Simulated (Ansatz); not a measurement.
`CS[Si]N` + `[SiH3]N[SiH3]` → `N[Si]N([SiH3])[SiH3]` + CH₃SH  (ligand exchange at the Si–S bond)

Calculated with Ansatz (gas phase, PBE0-D4/def2-TZVP geometries, no zero-point term in ΔE). CCSD(T)/CBS adds triple-zeta CCSD(T) − MP2 to the extrapolated MP2 energy (def2 sets, frozen cores). This one scheme is used for every species. Functionals use def2-TZVPP. HSE06 is defined as in plane-wave codes. One conformer a species, not always the lowest.

`CS[Si]N`:

Cartesian coordinates in Å:
```
C -1.475 -1.017 0.829
S 0.159 -0.231 0.880
Si 0.273 0.525 -1.120
N 1.817 1.252 -1.018
H -1.370 -2.077 1.056
H -1.923 -0.904 -0.160
H -2.121 -0.550 1.571
H 2.433 1.278 -0.220
H 2.208 1.724 -1.817
```

`[SiH3]N[SiH3]`:

```xyz
10

Si   -0.709    0.354   -1.345
N     0.032    0.602    0.194
Si    0.692   -0.565    1.280
H    -0.921   -1.106   -1.505
H     0.132    0.848   -2.471
H    -2.014    1.066   -1.427
H     0.145    1.567    0.472
H     0.301   -1.906    0.781
H     0.165   -0.366    2.658
H     2.177   -0.493    1.363
```

`N[Si]N([SiH3])[SiH3]`:

Z-matrix (Å, degrees):
```
Si
N 1 1.744
H 1 1.487 2 110.9
H 1 1.488 2 110.6 3 -119.7
H 1 1.485 2 108.1 3 120.2
Si 2 1.754 1 117.3 3 -117.5
Si 2 1.740 1 117.0 3 65.2
N 6 1.713 2 102.0 1 175.9
H 7 1.487 2 108.8 1 -10.5
H 7 1.489 2 111.0 1 -129.9
H 7 1.486 2 111.5 1 109.8
H 8 1.008 6 118.5 2 178.2
H 8 1.010 6 130.0 2 -6.4
```

CH₃SH:

Z-matrix (Å, degrees):
```
C
S 1 1.806
H 1 1.089 2 111.5
H 1 1.089 2 111.5 3 -123.8
H 1 1.090 2 106.2 3 118.1
H 2 1.342 1 97.1 3 61.9
```

```tsv
level	ΔE (kcal/mol)
BLYP-D4	1.3
r2SCAN-D4	2.5
BHLYP-D4	0.4
PBE-QIDH	2.0
PBE0	3.9
HSE06	3.9
HF/def2-QZVPP	2.0
HF/CBS(def2)	2.0
```

Task: What does CCSD(T)/CBS give? (Estimate.)

Result: The calculation gave: +1.0 kcal/mol. The listed levels differ from it by 0.3, 1.5, -0.6, 1.0, 2.9, 2.9, 1.0, 1.0 kcal/mol.

Largest T1 diagnostic among the species: 0.013.

In def2-TZVPP, CCSD(T) changes the Hartree–Fock value by −2.4 kcal/mol (the triples alone add −0.1 kcal/mol) and MP2 by −1.8 kcal/mol. The D4 term adds −2.4 kcal/mol with B3LYP and −1.3 kcal/mol with PBE0; it sums over pairs of atoms, weighted by their polarisabilities, and B3LYP, whose exchange is more repulsive, gets the larger term.

B3LYP here is the variant with VWN-RPA as its local correlation; programs differ in this.
